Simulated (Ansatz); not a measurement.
`O[Si](O)(F)[SeH]` + `[OH][GeH]([SH])[CH2]F` → `[OH][GeH]([SH])[SeH]` + `O[Si](O)(F)CF`  (redistribution)

Calculated with Ansatz (gas phase, PBE0-D4/def2-TZVP geometries, no zero-point term in ΔE). CCSD(T)/CBS adds triple-zeta CCSD(T) − MP2 to the extrapolated MP2 energy (def2 sets, frozen cores). DFT in def2-TZVPP. B3LYP here is the variant with VWN-RPA as its local correlation; programs differ in this. For Ge, Se outer-core shells are correlated without core-valence functions, which leaves a few kJ/mol of doubt a bond. Scalar relativity is left out up to krypton. One conformer a species, not always the lowest.

```csv
level,ΔE (kJ/mol)
B3LYP-D4,-21.8
B3LYP,-22.3
SCS-MP2/def2-QZVPP,-17.7
CCSD/CBS(def2),-17.1
```

What does CCSD(T)/CBS give? (An estimate is asked.)

Ansatz gave: -16.4 kJ/mol. The listed levels differ from it by -5.4, -5.9, -1.3, -0.7 kJ/mol.

Largest T1 diagnostic among the species: 0.012.

In def2-TZVPP, CCSD(T) changes the Hartree–Fock value by +7.6 kJ/mol (the triples alone add +0.6 kJ/mol) and MP2 by +8.2 kJ/mol.
